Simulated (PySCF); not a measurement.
Members of one series of related molecules.

All values: PBE0/def2-SVPD (PySCF) at GFN2-xTB geometries, gas phase, one conformer each. Core orbitals are frozen in the response; Δα² is half the sum of the squared differences of the principal polarisabilities.

(1) Rank by HOMO–LUMO gap, highest first.
A. `FCOC1=C[SiH2]CC1`
B. `FCOC1=CC[SiH2]C1`
C. `F[SiH2]OC1=CCCC1`

Answers

(1) A (7.30 eV), B (7.01 eV), C (6.80 eV).

All values together:

```csv
SMILES,formula,μ (D),HOMO (eV),LUMO (eV),α (Å³),Δα (Å³),electrons,α per electron (Å³)
FCOC1=C[SiH2]CC1,C5H9FOSi,1.45,-7.11,0.20,13.20,5.14,70,0.189
F[SiH2]OC1=CCCC1,C5H9FOSi,1.62,-6.59,0.21,12.35,4.40,70,0.176
FCOC1=CCC[SiH2]1,C5H9FOSi,2.89,-6.86,0.15,13.16,4.45,70,0.188
FCOC1=CC[SiH2]C1,C5H9FOSi,1.61,-6.61,0.40,13.14,5.05,70,0.188
```

Conformers: `[F:1][CH2:2][O:3][C:4]1=[CH:5][SiH2:6][CH2:7][CH2:8]1` with F1–C2–O3–C4 180°, C2–O3–C4–C5 0°, C4–C5–Si6–C7 9°, C5–Si6–C7–C8 -16°, Si6–C7–C8–C4 19°, O3–C4–C8–C7 167°; `[F:1][SiH2:2][O:3][C:4]1=[CH:5][CH2:6][CH2:7][CH2:8]1` with F1–Si2–O3–C4 64°, Si2–O3–C4–C5 -4°, C4–C5–C6–C7 12°, C5–C6–C7–C8 -18°, C6–C7–C8–C4 18°, O3–C4–C8–C7 170°; `[F:1][CH2:2][O:3][C:4]1=[CH:5][CH2:6][CH2:7][SiH2:8]1` with F1–C2–O3–C4 176°, C2–O3–C4–C5 2°, C4–C5–C6–C7 11°, C5–C6–C7–Si8 -15°, C6–C7–Si8–C4 12°, O3–C4–Si8–C7 173°; `[F:1][CH2:2][O:3][C:4]1=[CH:5][CH2:6][SiH2:7][CH2:8]1` with F1–C2–O3–C4 -70°, C2–O3–C4–C5 169°.
